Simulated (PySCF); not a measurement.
SiHFClBr, SMILES [SiH](Br)(F)Cl. Atoms are numbered in the order given.

```xyz
5

Si    -0.5886    -0.5420     0.3432
F     -0.9190    -1.6931    -0.7385
Cl    -1.9688     0.9563     0.1172
Br     1.4471     0.2197    -0.0527
H     -0.6677    -1.1198     1.6951
```

Geometry: B3LYP-D3(BJ)/def2-SVP.

Computed with PBE0/pcSseg-1 (PySCF).

GIAO shieldings, no solvent; atoms alike by connectivity are averaged. δ = σ(ref) − σ: ²⁹Si against TMS (σ = 352.7 ppm); ¹⁹F against CFCl3 (σ = 167.2 ppm); ³⁵Cl against HCl (σ = 945.9 ppm); ¹H against TMS (σ = 31.56 ppm), references at their B3LYP-D3(BJ)/def2-TZVP geometries, non-relativistic (without spin–orbit terms, shifts of atoms bonded to Cl or Br come out too high).

| atoms | nucleus | count | δ (ppm) |
|---|---|---|---|
| Si1 | ²⁹Si | 1 | 13.5 |
| F2 | ¹⁹F | 1 | ___ |
| Cl3 | ³⁵Cl | 1 | 132.7 |
| H5 | ¹H | 1 | ___ |

Complete the blanks. (An estimate is asked for; the answer gives what the named calculation found.)


- F2, δ (ppm): -121.1
- H5, δ (ppm): 6.30
